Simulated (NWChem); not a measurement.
## Lowest excitation of HfO2

```
Hf
O 1 1.7984
O 1 1.7984 2 105.56
```
Charge 0, spin multiplicity 1.

All runs are NWChem calculations. All single points use one geometry, from PBE/def2-SVP with def2 effective core potentials on Hf, a minimum by its harmonic frequencies.

Basis set: def2-SVPD.

```json
[
 {"method": "TD-LDA (SVWN5)", "lowest vertical singlet excitation energy (eV)": "1.23", "relative cost": "1", "difference from EOM-CCSD": "-0.19"},
 {"method": "TD-PBE", "lowest vertical singlet excitation energy (eV)": "1.23", "relative cost": "under 3", "difference from EOM-CCSD": "-0.19"},
 {"method": "CIS", "lowest vertical singlet excitation energy (eV)": "3.65", "relative cost": "under 3", "difference from EOM-CCSD": "+2.22"},
 {"method": "TD-B3LYP", "lowest vertical singlet excitation energy (eV)": "1.61", "relative cost": "3", "difference from EOM-CCSD": "+0.19"},
 {"method": "EOM-CCSD", "lowest vertical singlet excitation energy (eV)": "1.42", "relative cost": "20", "difference from EOM-CCSD": "0.00"}
]
```

The values span 2.42 eV, from TD-LDA (SVWN5) (lowest) to CIS (highest). Costs are rough ratios of processor time within this set of runs, SCF included, with TD-LDA (SVWN5) as 1.

Effective core potentials replace the inner electrons of Hf; spin-orbit coupling is left out. The correlated methods keep 2 core orbitals frozen. B3LYP has NWChem's definition, with VWN1-RPA local correlation. The structure started from a generated list of species. Differences from the coupled-cluster row are differences between methods, not errors against experiment.
